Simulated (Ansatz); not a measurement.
Coupled-cluster diagnostics for Li7⁺, Ansatz.

Geometry of the singlet (PBE/def2-TZVP):

```xyz
7

Li   -2.427    0.483   -1.182
Li   -1.703   -2.033    0.699
Li    2.552    0.958    0.299
Li   -0.370    0.664    1.031
Li    0.370   -0.664   -1.031
Li    1.375   -1.739    1.614
Li    0.203    2.331   -1.429
```

Correlated methods freeze no core orbitals; core or outer-core shells of Li are correlated, in sets that lack core-valence functions. The structure comes from a short search, and lower isomers may exist.

Q: Estimate the CCSD(T) correlation energy, the shares of MP2 and (T), T1 and the reference's ⟨S²⟩ for: charge 1, singlet, own geometry in def2-TZVPP; and the rough time on 4 threads of Arm Neoverse V1 on a shared host.

A: 
| state | basis | correlation (eV) | MP2 share (%) | (T) share (%) | T1 | ⟨S²⟩ (pure) | wall time | remarks |
| --- | --- | --- | --- | --- | --- | --- | --- | --- |
| charge 1, singlet, own geometry | def2-TZVPP | -9.904 | 83.3 | 2.3 | 0.006 | 0.00 (0.00) | 7.5 s | restricted SCF unstable |
Customary marks for T1 are 0.02 (closed shells), 0.045 (open shells) and about 0.05 (3d metals). T1 stays under 0.02 throughout.
